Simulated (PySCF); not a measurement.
C4H2BrF, SMILES C(/F)=C(\Br)C#C.

Geometry optimised at PBE0-D3(BJ)/def2-SVP. The structure was generated by enumeration; whether it is a known compound was not checked.

Level of theory: PBE/def2-TZVP run with PySCF.

Gas-phase values at a fixed geometry.

Problem. Estimate the frontier levels, gap, dipole moment and polarisability. (Estimate from the structure and the level; the computed values follow.)

Solution. 
- highest occupied level: -6.01 eV
- lowest empty level: -2.21 eV
- orbital gap: 3.80 eV
- dipole moment: 0.24 D
- quadrupole, principal values (traceless, Buckingham form, about the centre of nuclear charge): -5.26, -5.10, 10.36 D·Å
- mean static polarisability: 69.3 bohr³ (10.27 Å³)
- polarisability, principal values: 40.0, 73.4, 94.5 bohr³
